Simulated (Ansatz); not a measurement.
`F[SiH]1C[S][GeH2]1`. The species carries charge 0 and has multiplicity 1.

```xyz
10

F    -2.480    0.261   -0.272
Si   -0.918    0.105   -0.592
C     0.225    1.383    0.160
S     1.735    0.334    0.094
Ge    0.466   -1.518    0.398
H    -0.762    0.079   -2.066
H     0.382    2.283   -0.436
H    -0.005    1.666    1.188
H     1.027   -2.726   -0.364
H     0.330   -1.867    1.891
```

Question: What are the harmonic wavenumbers in cm⁻¹ at PBE0-D4/def2-TZVP (Ansatz, finite differences of forces, unscaled)? (Estimate.)

Answer: Computed: 104, 171, 230, 252, 374, 394, 442, 559, 620, 676, 689, 733, 801, 828, 873, 896, 1040, 1110, 1432, 2133, 2158, 2242, 3086, 3149.

Question: Is this a minimum?

Answer: Yes, all 24 modes are real.

Question: Give the ideal-gas thermochemistry at 298.15 K and 1 bar (rigid rotor, harmonic oscillator; point group C1, symmetry number 1).

Answer: Zero-point energy 149.5 kJ/mol; H(298) − E = 170.6 kJ/mol; entropy 354.7 J/(mol·K), of which translation 172.8, rotation 119.3, vibration 62.6; G(298) − E = 64.8 kJ/mol.
